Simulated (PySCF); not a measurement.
WH₃, SMILES [WH3] (connectivity only; charge and spin as stated), neutral, multiplicity 4.

Geometry: PBE-D3(BJ)/def2-TZVPD. The spin state was assumed, not searched. The def2 effective core potentials stand for the cores of W; spin–orbit coupling is left out.

Two levels are set side by side: PBE/def2-TZVPD (PySCF) and M06-2X/def2-TZVPD (PySCF). Same geometry, gas phase. Differences are taken from unrounded values.

```
quantity                     M06-2X
---------------------------  ------
α-spin orbital gap (eV)        6.41
β-spin orbital gap (eV)        6.67
dipole moment (D)              1.60
mean polarisability (bohr³)    53.0
```

What does PBE give, and how far is it from M06-2X? (The exact figures need the calculation; the answer reports its results.)


```csv
quantity,PBE,PBE minus M06-2X
α-spin orbital gap (eV),2.15,-4.26
β-spin orbital gap (eV),4.76,-1.91
dipole moment (D),1.44,-0.17
mean polarisability (bohr³),54.3,1.3
```

Rough cost on one machine, each run with all the roots and properties that it gave: M06-2X against PBE about 2 times.
